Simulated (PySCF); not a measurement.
Species: C4H3O3S (charge -1).
Numbering: `[CH2:1]=[C:2]1[CH:3]=[C:4]1[S:5](=[O:6])(=[O:7])[O-:8]`

Structure used (GFN2-xTB), in Å, numbered top down from 1:
```
atom  x, y, z in Å
C1     2.052   -0.726    0.665
C2     1.094   -0.013    0.116
C3     0.628    1.063   -0.716
C4    -0.303    0.317   -0.126
S5    -2.072   -0.059   -0.090
O6    -2.329   -0.668    1.205
O7    -2.696    1.243   -0.287
O8    -2.168   -0.964   -1.232
H9     1.832   -1.562    1.307
H10    3.094   -0.505    0.490
H11    0.874    1.877   -1.357
```

Probes without a nucleus sit at each ring's centroid and 1 Å off its mean plane on both sides; NICS is minus the shielding there, NICSzz its component along the normal. Level: GIAO PBE0/pcSseg-1 (PySCF, non-relativistic, gas phase) on the GFN2-xTB geometry, one conformer.

Ring bond lengths (Å), with Mayer bond orders in brackets: C2–C3 1.438 (0.93), C3–C4 1.331 (1.50), C4–C2 1.456 (0.91).

Q: What do the NICS probes read (ppm)?

A: 
| ring | type | NICS(0) | NICS(1), two faces | NICS(1)zz, two faces | rms pucker (Å) | centre to ring atoms, mean (Å) |
| --- | --- | --- | --- | --- | --- | --- |
| C2–C3–C4 | 3-membered carbocycle; formal bonds 1 double, 2 single | -26.9 | -9.0 / -8.7 | -12.4 / -13.0 | 0.00 | 0.81 |

Q: What do they say, and how far can they be read as aromaticity?

A: 
- C2–C3–C4: mean NICS(1)zz -12.7 ppm, shielded. NICS(0) lies 18 ppm below the mean NICS(1).

Q: And the bond-length index? HOMA takes Krygowski's 1993 parameters.

A: 
- C2–C3–C4: HOMA 0.11 = 1 − EN − GEO, with mean bond length 1.408 Å, EN = α(Ropt − mean)² = 0.107 and GEO = α × variance = 0.782.

Q: At the second NICS(1) probe listed for ring C2–C3–C4, 1 Å off the ring, how large is the induced field along the normal in 11.7 T applied along it?

A: NICSzz × B0 = -13.0 ppm × 11.7 T = -152 μT, against the applied field.

The run took 20 s on one thread of an Arm Neoverse V2 (shared host), and the process peaked at 0.72 GiB of memory. This is the whole shielding run at PBE0/pcSseg-1, SCF included.
